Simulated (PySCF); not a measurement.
CLiN, SMILES [Li][N][C] (connectivity only; charge and spin as stated), neutral, multiplicity 1. Atoms are numbered in the order given.

```xyz
3

Li     0.0000     0.0000     1.8816
C      0.0000     0.0000    -1.0709
N      0.0000     0.0000     0.1116
```

Geometry: PBE-D3(BJ)/def2-TZVPD.

The numbers are results of PBE/pcSseg-2 (PySCF), not measurements.

GIAO shieldings, no solvent; atoms alike by connectivity are averaged. δ = σ(ref) − σ: ¹³C against TMS (σ = 181.4 ppm); ¹⁵N against NH3 (σ = 262.8 ppm), references at their B3LYP-D3(BJ)/def2-TZVP geometries, non-relativistic.

| nucleus | atoms | count | δ (ppm) |
|---|---|---|---|
| ¹³C | C2 | 1 | 199.0 |
| ¹⁵N | N3 | 1 | 253.5 |
